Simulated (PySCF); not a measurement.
C₅H₃F₂O₂ (charge -1).
Atom-mapped SMILES: `[CH2:1]=[C:2]1[C:3]([O-:4])=[CH:5][O:6][C:7]1([F:8])[F:9]` (hydrogens: H10, H11 on C1; H12 on C5)

The geometry is computed with GFN2-xTB (gas phase).

Task: What internal coordinates does the optimisation give?

Result: 
| bond | length (pm) | order |
| --- | --- | --- |
| C1=C2 | 132.7 | double |
| C2–C3 | 149.7 | single |
| C3–O4 | 125.5 | single |
| C3=C5 | 136.7 | double |
| C5–O6 | 145.4 | single |
| O6–C7 | 133.7 | single |
| C7–F8, C7–F9 | 138.9 | single |
| C2–C7 | 150.1 | single |
| C1–H10 | 107.7 | single |
| C1–H11 | 108.0 | single |
| C5–H12 | 107.0 | single |

Bonds in one row agree within 1 pm and their mean is given. Orders are formal, as drawn. A selection of angles:
| angle | degrees |
| --- | --- |
| C2–C1–H10 | 119.2 |
| C2–C1–H11 | 122.6 |
| H10–C1–H11 | 118.1 |
| C1–C2–C3 | 129.6 |
| C1–C2–C7 | 125.0 |
| C3–C2–C7 | 105.4 |
| C2–C3–O4 | 124.7 |
| C2–C3–C5 | 104.1 |
| O4–C3–C5 | 131.2 |
| C3–C5–O6 | 114.2 |
| C3–C5–H12 | 132.7 |
| O6–C5–H12 | 113.1 |
| C5–O6–C7 | 106.1 |
| O6–C7–F8 | 110.3 |
| F8–C7–F9 | 101.1 |
| C2–C7–O6 | 110.3 |
| C2–C7–F8 | 112.2 |

Dihedral angles: C1–C2–C3–O4 0° (synperiplanar); C2–C3–C5–O6 0° (synperiplanar); C3–C5–O6–C7 0° (synperiplanar); C5–O6–C7–F8 124° (anticlinal); C1–C2–C7–O6 180° (antiperiplanar).

C3 (vinylic carbon bearing oxygen) is planar (angles 131.2°, 124.7° and 104.1°, sum 360.0°, 0.00 Å off the plane of its three neighbours). C5 (carbon bonded to C, O and H) is planar (angles 132.7°, 114.2° and 113.1°, sum 360.0°, 0.00 Å off the plane of its three neighbours). The 3 C–O bonds span 1.255 Å (C3–O4, drawn single in one of several resonance forms) to 1.454 Å (C5–O6, drawn single), a spread of 0.199 Å. Of the pairs four or more bonds apart, O4···H10 is among the closest relative to their van der Waals radii: 2.85 Å, 105 % of the sum of Bondi's values. The C–C distances run from 1.327 Å (C1=C2, drawn double) to 1.501 Å (C2–C7, drawn single), a spread of 0.174 Å. C1 (terminal =CH2 carbon) is planar (angles 122.6°, 119.2° and 118.1°, sum 360.0°, 0.00 Å off the plane of its three neighbours). C2 (fully substituted alkene carbon) is planar (angles 129.6°, 125.0° and 105.4°, sum 360.0°, 0.00 Å off the plane of its three neighbours).

Point group: Cs (tolerance 0.08 Å). Stationary, but not proved a minimum.
